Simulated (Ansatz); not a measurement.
H5InO3S, relaxed with RKS PBE-D4/def2-SVP in the Gaussian-basis code of Ansatz from a rough embedded geometry. The force threshold is 0.03 eV/Å; the program also tests the step.

Charge 0, multiplicity 1. In: def2 effective core potential. The bonds changed during the relaxation, so this is another structure than the one it started from.

Start:

```xyz
10

O    -1.362   -1.987    0.125
In   -0.150   -0.467   -0.388
O     1.406   -1.207   -1.371
O    -1.114    0.804   -1.634
S     0.636    0.739    1.549
H    -1.970   -1.542    0.838
H     2.178   -0.582   -1.244
H    -1.597    1.414   -0.973
H     2.006    0.944    1.427
H    -0.033    1.883    1.672
```

Task: How much energy does the relaxation release, and in how many steps? (Estimate.)

Result: Ansatz gave: 254.80 kJ/mol, in 37 steps, 4 of them rejected.

Task: Which bonds change most? (Estimate.)

Result: Ansatz gave: O4–H10 from 3.641 to 0.978 Å; In2–O4 from 2.024 to 2.359 Å; O1–H6 from 1.038 to 0.975 Å; O1–In2 from 2.010 to 2.073 Å.

Task: Give the relaxed structure. (Estimate.)

Result: Ansatz gave: 
```xyz
10

O    -1.643   -1.085   -0.119
In    0.321   -0.433    0.017
O     1.509   -1.056   -1.492
O    -1.045    1.266   -0.885
S     1.014    0.478    2.174
H    -1.982   -1.531    0.679
H     2.446   -0.945   -1.239
H    -1.740    0.568   -0.649
H     2.262    0.778    1.719
H    -1.143    1.961   -0.204
```
